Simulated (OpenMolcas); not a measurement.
**V II: CASPT2 settings compared**

| Item | Value |
| --- | --- |
| Program | OpenMolcas |
| Basis | ANO-R3 [7s5p5d3f2g1h] |
| Scalar Hamiltonian | X2C, finite nucleus |
| Active space | 4 electrons in 6 orbitals (3d 4s) |
| State averaging | 2S+1 = 5 even, 15 roots; 2S+1 = 3 even, 80 roots kept (CI in the orbitals of an earlier block); 2S+1 = 1 even, 63 roots kept (CI in the orbitals of an earlier block) |
| Spin-orbit coupling | state interaction with AMFI integrals over the reference wave functions, term energies averaged over their components |

Methods on the same reference wave functions:
A. CASSCF
B. SS-CASPT2, IPEA 0.75 Eh, sigma1 regulariser 0.5 Eh (closed shells correlated: none)
C. SS-CASPT2, IPEA 0.6 Eh, sigma2 regulariser 0.2 Eh (closed shells correlated: 3s 3p)
D. SS-CASPT2, IPEA 0.1 Eh, imaginary shift 0.5 Eh (closed shells correlated: 3s 3p)
E. SS-CASPT2, IPEA 0.75 Eh, imaginary shift 0.3 Eh (closed shells correlated: none)
F. SS-CASPT2, IPEA 0.6 Eh, sigma1 regulariser 0.15 Eh (closed shells correlated: 2s 2p 3s 3p)

Energies in cm-1 above 3d4 5D0, the measured ground level; measured values from NIST Handbook of Basic Atomic Spectroscopic Data.

| Level | A | B | C | D | E | F | Measured |
| --- | --- | --- | --- | --- | --- | --- | --- |
| 3d3 4s 5F1 | -5701 | -1045 | 1789 | 1034 | -1045 | 2110 | 2605 |
| 3d3 4s 5F2 | -5619 | -962 | 1871 | 1116 | -962 | 2190 | 2687 |
| 3d3 4s 5F3 | -5496 | -839 | 1994 | 1239 | -840 | 2320 | 2809 |
| 3d3 4s 5F4 | -5333 | -676 | 2160 | 1402 | -677 | 2480 | 2968 |
| 3d3 4s 5F5 | -5132 | -475 | 2360 | 1603 | -475 | 2680 | 3163 |
| 3d4 5D0 | 0.0 | 0.0 | 0.0 | 0.0 | 0.0 | 0.0 | 0.0 |
| 3d4 5D1 | 42.2 | 42.3 | 42.2 | 42.6 | 42.3 | 42.1 | 36.0 |
| 3d4 5D2 | 126 | 126 | 125 | 127 | 126 | 125 | 107 |
| 3d4 5D3 | 249 | 249 | 248 | 250 | 249 | 248 | 209 |
| 3d4 5D4 | 409 | 408 | 408 | 409 | 408 | 407 | 339 |
| 3d3 4s 3F2(1) | 3913 | 4360 | 7480 | 6770 | 4290 | 7800 |  |
| 3d3 4s 3F3(1) | 4117 | 4560 | 7690 | 6970 | 4500 | 8000 |  |
| 3d3 4s 3F4(1) | 4383 | 4830 | 7950 | 7240 | 4760 | 8270 |  |
| 3d3 4s 5P1 | 8017 | 11950 | 13810 | 12240 | 11980 | 14070 |  |
| 3d3 4s 5P2 | 8091 | 12020 | 13880 | 12290 | 12040 | 14140 |  |
| 3d3 4s 5P3 | 8226 | 12170 | 14030 | 12470 | 12190 | 14290 |  |
| 3d3 4s 3G3 | 10315 | 12900 | 15040 | 13120 | 12910 | 15350 |  |
| 3d3 4s 3G4 | 10406 | 12990 | 15160 | 13190 | 12990 | 15450 |  |
| 3d3 4s 3G5 | 10526 | 13110 | 15290 | 13310 | 13120 | 15570 |  |
| 3d3 4s 3P0(1) | 13542 | 14250 | 16340 | 13230 | 14280 | 16560 |  |
| 3d3 4s 3P1(1) | 13692 | 14420 | 16510 | 13410 | 14450 | 16730 |  |
| 3d3 4s 3P2(1) | 13972 | 14700 | 16800 | 13710 | 14730 | 17020 |  |
| 3d3 4s 3H4 | 14607 | 17310 | 18810 | 16720 | 17340 | 19100 |  |
| 3d3 4s 3H5 | 14750 | 17370 | 18850 | 16750 | 17390 | 19130 |  |

A puts 3d3 4s 5F1 lowest. B puts 3d3 4s 5F1 lowest. E puts 3d3 4s 5F1 lowest.

Deviations, from unrounded energies. A percentage is the sum of absolute deviations over the sum of measured energies, with the sign that they share, or ± where signs differ.

```json
{"Against measurement": "mean absolute deviation (cm-1)", "Levels": "9", "A": "4600", "B": "2000", "C": "470", "D": "890", "E": "2000", "F": "290"}
{"Against measurement": "fine structure of the ground term (%)", "Levels": "4", "A": "+19.4", "B": "+19.4", "C": "+19.2", "D": "+19.8", "E": "+19.4", "F": "+19.1"}
{"Against measurement": "other configurations (%)", "Levels": "5", "A": "-291.7", "B": "-128.1", "C": "-28.5", "D": "-55.1", "E": "-128.1", "F": "-17.2"}
```

F lies closest to measurement on these levels and A furthest from it. The largest miss of F in the table is 3d3 4s 5F1, by -490 cm-1. The ranking rests on the paired levels alone, and a cruder setting can come out closer through cancelling errors.

Among B to F the level of the table that moves most is 3d3 4s 3F3(1), by 3500 cm-1 (lowest in E, highest in F). Moves below CASPT2's spread within the term are not significant.

The two smallest mean deviations differ by little beside CASPT2's spread within terms, so their order carries little weight.

The lowest spin-free term lies below A's lowest term by 0.041 hartree in B, 0.423 hartree in C, 0.438 hartree in D, 0.042 hartree in E, 0.544 hartree in F.

CASPT2 breaks the degeneracy within a term, and the mean is taken; among the terms shown or strongly mixed into the levels shown the widest spread is 1300 cm-1 (3d3 4s 5F, D). Over all roots computed the reference weight is 0.80 to 0.93 in F; the roots of lowest weight are the least certain, and an intruder state may touch them. Terms from blocks run as CI alone lack orbitals of their own. Configurations are named by rounded mean occupations; where the s occupation lies near a half they are strongly mixed, a name can repeat and a true partner stay unpaired. A single d shell beside an s shell can misplace configurations of different d count against each other. The CASPT2 spread within a term exceeds the gap to the next term for 3d4 3H and 3d3 4s 3G, so the order of their levels is uncertain, and so are names and mixing where such terms share a J (figures for C; the like holds for D). Without dynamic correlation excited terms often stand tens of per cent too high (terms of higher spin than the ground term too low), and those without a measured partner can miss by more than the paired ones (holds for A). The lowest computed level is not the ground level that NIST lists (5D0) (holds for A; B; E). Computed and measured levels are paired by configuration, term and J; levels that our copy of the source lacks, or whose pairing is in doubt (as where it misses far off the trend of its configuration), stay unpaired and out of the deviations. Levels of configurations outside the active space are missing. The table leaves out levels that lie high or whose names do not pair safely across all columns.

A number in round brackets counts repeated terms of one configuration in the order of the reference energies.
